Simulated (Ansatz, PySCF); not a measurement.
C2H5ClSi2, SMILES [Si@@H](C#C)(Cl)[SiH3].

Geometry: PBE0-D3(BJ)/def2-SVP. The structure was generated by enumeration; whether it is a known compound was not checked.

Vertical ionisation energy (IE) and electron affinity (EA) in eV. Rows of orbital energies are one-electron estimates. Where ΔSCF, EOM or ADC give a negative EA the extra electron is unbound and the value depends on the basis.

```tsv
level	IE	EA
−ε(HOMO), −ε(LUMO), CAM-B3LYP/def2-TZVP (PySCF)	9.27	-0.06
−ε(HOMO), −ε(LUMO), PBE/def2-TZVP (PySCF)	6.84	1.96
ΔSCF, PBE0/def2-SVPD (Ansatz), final states of multiplicity 2 and 2	9.83	-0.44
ΔSCF, PBE/def2-SVPD (Ansatz), final states of multiplicity 2 and 2	9.47	-0.30
```

### Question
What vertical singlet–triplet gap does ΔSCF give with PBE0/def2-SVPD (Ansatz, a quantum-chemistry and plane-wave program) and with PBE/def2-SVPD (Ansatz)? (Estimate from the structure and the level; the computed values follow.)

### Answer
4.81 and 4.67 eV (triplet above singlet where positive).
